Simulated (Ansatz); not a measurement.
```xyz
6

B    -0.4964    0.5303    1.0237
In    0.1656   -0.5591   -0.8169
F     1.9598    0.1041   -1.3045
H    -1.0952    1.5607    0.9468
H    -0.2420    0.1099    2.1122
H    -0.2918   -1.7460   -1.9613
```

Charge 0, multiplicity 1. In: def2 effective core potential.

(1) List the PBE/def2-TZVPP orbital energies in eV (the Gaussian-basis code of Ansatz). (Best estimate.)

Results:

(1) The calculation gave: Occupied: -657.70, -178.41, -122.07, -79.84, -79.54, -79.50, -26.69, -19.05, -18.88, -18.85, -18.73, -18.68, -12.85, -10.35, -9.08, -8.11, -7.82, -7.78, -6.64. Lowest empty: -3.84, -2.27, -0.92, -0.01, 1.19, 1.52, 1.52, 2.26.
